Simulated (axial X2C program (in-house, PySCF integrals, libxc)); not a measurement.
Outer orbitals of TaP at 2.148 Å, HF

All values were computed with an in-house relativistic program for diatomic molecules. Spin-free means the one-electron spin-free X2C Hamiltonian; two-component (2c) means X2C with spin–orbit coupling and atomic mean-field two-electron Coulomb and Gaunt terms, so the difference of the two also holds small scalar two-electron terms. Basis: Ta dyall-cv3z [13s14p9d7f4g], P dyall-v3z [8s7p2d1f] (cores contracted in-house); Gaussian nuclei, density fitting, unrestricted open shells. Masses: Ta 180.948 u, P 30.974 u.

The distance is close to the 2c PBE0 minimum; the highest filled and lowest empty levels are listed.

Spin-free orbitals, state M_S = 1, Λ = 2 (beyond evenly filled blocks: σα, δ+α) (Löwdin shares):

| symmetry | occupied | ε (eV) | atomic character |
| --- | --- | --- | --- |
| σβ | yes | -20.13 | 63% P s, 12% Ta p, 12% Ta d |
| σα | yes | -17.28 | 56% P s, 18% Ta d, 11% Ta s |
| δ+α | yes | -9.09 | 99% Ta d |
| π-β | yes | -8.88 | 66% P p, 18% Ta d, 6% Ta p |
| π+β | yes | -8.88 | 66% P p, 18% Ta d, 6% Ta p |
| π+α | yes | -8.87 | 80% Ta d, 14% P p, 4% P d |
| σβ | yes | -8.65 | 71% P p, 12% Ta d, 8% Ta s |
| σα | yes | -8.56 | 56% P p, 22% Ta d, 8% P s |
| π-α | yes | -8.29 | 74% Ta d, 20% P p, 4% P d |
| σα | yes | -8.01 | 59% Ta s, 28% Ta d, 7% Ta p |
| π+α | no | -0.23 | 82% Ta p, 12% P p, 4% Ta d |
| σβ | no | -0.03 | 69% Ta s, 25% Ta p, 3% Ta d |
| π-α | no | 0.02 | 82% Ta p, 10% P p, 7% Ta d |
| σα | no | 0.30 | 54% Ta p, 19% Ta d, 14% P p |

Spinors with spin–orbit coupling (state Ω = 1):

| ω | occupied | ε (eV) | atomic character | λ mixture |
| --- | --- | --- | --- | --- |
| 1/2 | yes | -20.13 | 62% P s, 12% Ta p, 12% Ta d | 100% σ |
| -1/2 | yes | -17.28 | 56% P s, 18% Ta d, 11% Ta s | 100% σ |
| 3/2 | yes | -9.33 | 96% Ta d, 3% P p | 95% δ, 5% π |
| 1/2 | yes | -9.04 | 71% Ta d, 22% P p, 3% P d | 85% π, 15% σ |
| -1/2 | yes | -8.94 | 65% P p, 19% Ta d, 7% Ta p | 98% π, 2% σ |
| 3/2 | yes | -8.83 | 63% P p, 22% Ta d, 6% Ta p | 95% π, 5% δ |
| 1/2 | yes | -8.59 | 63% P p, 21% Ta d, 8% Ta s | 86% σ, 14% π |
| -1/2 | yes | -8.56 | 56% P p, 20% Ta d, 8% P s | 98% σ, 2% π |
| -3/2 | yes | -8.18 | 73% Ta d, 20% P p, 4% P d | 100% π |
| -1/2 | yes | -7.98 | 59% Ta s, 28% Ta d, 7% Ta p | 99% σ, 1% π |
| 1/2 | no | -0.35 | 81% Ta p, 12% P p, 5% Ta d | 97% π, 3% σ |
| 1/2 | no | -0.01 | 67% Ta s, 26% Ta p, 3% Ta d | 97% σ, 3% π |
| -3/2 | no | 0.10 | 83% Ta p, 10% P p, 7% Ta d | 100% π |
| -1/2 | no | 0.31 | 55% Ta p, 20% Ta d, 14% P p | 99% σ, 1% π |

Question: How does the gap between the highest filled and lowest empty level change from the spin-free to the 2c table?

Answer: From 7.78 to 7.63 eV at HF, a change of -0.15 eV.

Mulliken charges and populations of the two-component result (they depend on the basis, above all on diffuse functions):

Ta 0.24 e (s 10.94 p 24.20 d 23.56 f 14.04 g 0.01), P -0.24 e (s 5.79 p 9.36 d 0.08 f 0.01). ⟨Lz⟩ = 1.99 ħ and ⟨Sz⟩ = -0.99 ħ (-1.76 and 0.77 on the two atoms), which add up to Ω.

One determinant describes the state; a PBE0 search over occupations chose it and may have missed a lower one. PBE0 can misorder states that lie within some tenths of an eV, so this need not be the ground state of the molecule. The nearest other spin-free determinant of the search, M_S = 0, Λ = 0, lies 0.10 eV up at the distance of the search. With several unpaired electrons one determinant need not be a pure state. The determinant is spin-polarised beyond a pure state at some levels (its spin-free form has ⟨S²⟩ too high), which makes Re and μ there less reliable.
